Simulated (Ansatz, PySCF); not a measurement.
Compounds of Ge with 4 ligands, in which Br is traded for F. Quantity: F-Ge bond dissociation enthalpy, 298 K, in kcal/mol. Structures are relaxed separately at B3LYP-D3(BJ)/def2-TZVP in Ansatz (an electronic-structure program). Frequencies are from Ansatz or PySCF. Correlated levels leave the core frozen unless marked. Open shells are spin-unrestricted. No spin-orbit coupling. Frozen are the shells of the preceding noble gas and the d and f shells that filled before the atom's block. Non-relativistic. CBS(X,Y): correlation extrapolated as X^-3; Hartree-Fock from the larger set. The bracket is a focal-point correction in the basis named. Rows marked 298 K are enthalpies with B3LYP-D3(BJ) harmonic zero-point and thermal terms. The first level has limits of its own.

```json
[
 {"n(F)": "1", "species (SMILES)": "[F][Ge]([Br])([Br])[Br], to F atom + [Br][Ge]([Br])[Br]", "RI-MP2/CBS(cc-pVTZ,cc-pVQZ)+[CCSD(T)-MP2]/cc-pVTZ (Ansatz)": "123.7", "PBE/def2-TZVPD (Ansatz)": "116.1", "B3LYP-D3(BJ)/def2-TZVPD (Ansatz + dftd3)": "112.3"},
 {"n(F)": "2", "species (SMILES)": "[F][Ge]([F])([Br])[Br], to F atom + [F][Ge]([Br])[Br]", "RI-MP2/CBS(cc-pVTZ,cc-pVQZ)+[CCSD(T)-MP2]/cc-pVTZ (Ansatz)": "127.3", "PBE/def2-TZVPD (Ansatz)": "118.7", "B3LYP-D3(BJ)/def2-TZVPD (Ansatz + dftd3)": "115.3"},
 {"n(F)": "3", "species (SMILES)": "[F][Ge]([F])([F])[Br], to F atom + [F][Ge]([F])[Br]", "RI-MP2/CBS(cc-pVTZ,cc-pVQZ)+[CCSD(T)-MP2]/cc-pVTZ (Ansatz)": "?", "PBE/def2-TZVPD (Ansatz)": "?", "B3LYP-D3(BJ)/def2-TZVPD (Ansatz + dftd3)": "?"},
 {"n(F)": "4", "species (SMILES)": "[F][Ge]([F])([F])[F], to [F][Ge]([F])[F] + F atom", "RI-MP2/CBS(cc-pVTZ,cc-pVQZ)+[CCSD(T)-MP2]/cc-pVTZ (Ansatz)": "132.8", "PBE/def2-TZVPD (Ansatz)": "122.9", "B3LYP-D3(BJ)/def2-TZVPD (Ansatz + dftd3)": "120.4"}
]
```

### Question
Fit a straight line through the known rows at each level by least squares, predict the withheld row (n(F) = 3), and compare with the run.

### Answer

- The known rows have mean n(F) = 2.33333 and Σ(n(F) - mean)² = 4.6667.
- RI-MP2/CBS(cc-pVTZ,cc-pVQZ)+[CCSD(T)-MP2]/cc-pVTZ: mean 127.933, Σ(n(F) - mean)(y - mean) = 13.967, slope 2.993 kcal/mol a step; the line gives 127.933 + (2.993)×(3 - 2.33333) = 129.9; the run gives 130.2, +0.3 from the line, whose largest residual on the known rows is 0.4.
- PBE/def2-TZVPD: mean 119.233, Σ(n(F) - mean)(y - mean) = 10.467, slope 2.243 kcal/mol a step; the line gives 119.233 + (2.243)×(3 - 2.33333) = 120.7; the run gives 120.9, +0.2 from the line, whose largest residual on the known rows is 0.2.
- B3LYP-D3(BJ)/def2-TZVPD: mean 116.000, Σ(n(F) - mean)(y - mean) = 12.500, slope 2.679 kcal/mol a step; the line gives 116.000 + (2.679)×(3 - 2.33333) = 117.8; the run gives 117.9, +0.1 from the line, whose largest residual on the known rows is 0.2.
- PBE minus the first level along the series: -7.6, -8.6, -9.3, -9.9 kcal/mol.
